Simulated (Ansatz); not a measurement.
One change: `[SiH3][SiH2]CCl` becomes `[AlH2][SiH]([SiH3])CCl`.

Ansatz, PBE0-D4/def2-TZVP geometries, multiplicity 1. Each molecule was computed in one conformer, which needn't be the lowest. `[AlH2][SiH]([SiH3])CCl` holds a close contact that its SMILES doesn't draw: Cl···Al 2.56 Å.

```tsv
property	`[SiH3][SiH2]CCl`
HOMO–LUMO gap (PBE/def2-TZVPP) / eV	5.30
HOMO–LUMO gap (B3LYP/def2-TZVPP) / eV	7.02
size of the dipole moment (PBE/def2-TZVPP) / D	1.46
LUMO energy (PBE/def2-TZVPP) / eV	-1.35
LUMO energy (ωB97M-V/def2-TZVPP) / eV	1.33
HOMO energy (PBE/def2-TZVPP) / eV	-6.65
```

(1) Give the same properties after the change, and the shifts. (Estimate.)

## Answers

(1) The calculation gave: 
| property | `[AlH2][SiH]([SiH3])CCl` | shift |
| --- | --- | --- |
| HOMO–LUMO gap (PBE/def2-TZVPP) / eV | 4.03 | -1.27 |
| HOMO–LUMO gap (B3LYP/def2-TZVPP) / eV | 5.62 | -1.40 |
| size of the dipole moment (PBE/def2-TZVPP) / D | 2.17 | 0.71 |
| LUMO energy (PBE/def2-TZVPP) / eV | -2.03 | -0.68 |
| LUMO energy (ωB97M-V/def2-TZVPP) / eV | 0.63 | -0.70 |
| HOMO energy (PBE/def2-TZVPP) / eV | -6.07 | 0.58 |

With PBE0 the HOMO rises by 0.80 eV and the LUMO falls by 0.64 eV, so the gap narrows by about 1.44 eV. PBE moves the HOMO by 0.58 eV and ωB97M-V by 0.97 eV. Dipoles are sizes alone; their direction can turn.

B3LYP here is the variant with VWN-RPA as its local correlation; programs differ in this.
